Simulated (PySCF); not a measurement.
# How the method changes the shape and vibrations of Al2BFH3 cation

All numbers below are calculated, not measured. They come from PySCF 2.14.0, an open-source quantum chemistry program, on an isolated molecule that a program drew, which may never have been made. The molecule is Al2BFH3 cation (charge +1, singlet), drawn as the SMILES string `[BH2][AlH][Al+][F]`.

The geometry was optimised and harmonic frequencies were computed with HF and MP2, all in the cc-pV(D+d)Z basis, for the commonest isotopes, with a restricted reference for singlets and an unrestricted one otherwise, and a frozen core in MP2. Each result is a local minimum of its method.

Geometry at the HF minimum:
```xyz
7
Al2BFH3 cation, angstrom
B    -2.4332    0.9720   -1.0448
Al   -1.1432   -0.7418   -1.1205
Al    1.4265   -0.0537   -2.0206
F     2.9176    0.3240   -2.5402
H    -3.0773    1.2721   -2.0040
H    -2.4837    1.6330   -0.0521
H    -0.9979   -2.2762   -0.8844
```

Lengths of the bonds as drawn, in Å (atoms numbered as above):
```
   bond     HF    MP2
 B1-Al2  2.146  2.137
Al2-Al3  2.808  2.770
 Al3-F4  1.624  1.647
  B1-H5  1.194  1.202
  B1-H6  1.194  1.202
 Al2-H7  1.559  1.563
```

Rotational constants, in GHz:
| constant | HF | MP2 |
|---|---|---|
| A | 12.78 | 12.39 |
| B | 1.418 | 1.453 |
| C | 1.29 | 1.316 |

Harmonic frequencies in cm^-1, each column in rising order, so a row needn't be the same motion in every method:
| rank | HF | MP2 |
|---|---|---|
| 1 | 71 | 64 |
| 2 | 101 | 95 |
| 3 | 128 | 126 |
| 4 | 139 | 146 |
| 5 | 205 | 219 |
| 6 | 351 | 334 |
| 7 | 536 | 515 |
| 8 | 581 | 572 |
| 9 | 626 | 596 |
| 10 | 897 | 864 |
| 11 | 921 | 887 |
| 12 | 1211 | ? |
| 13 | 2085 | 2045 |
| 14 | 2713 | 2655 |
| 15 | 2822 | 2767 |

**Estimate the missing MP2 frequency from the HF column.**

A single factor s that minimises the squared misfit of MP2 against s times HF over the other rows is sum(HF x MP2) / sum(HF^2) = 0.9780, with an rms misfit of 10 cm^-1. For rank 12 it gives 0.9780 x 1211 = 1184 cm^-1. The calculation gives 1152 cm^-1, 32 cm^-1 below the estimate. The drawn bonds are on average 0.2 % longer in MP2 than in HF.
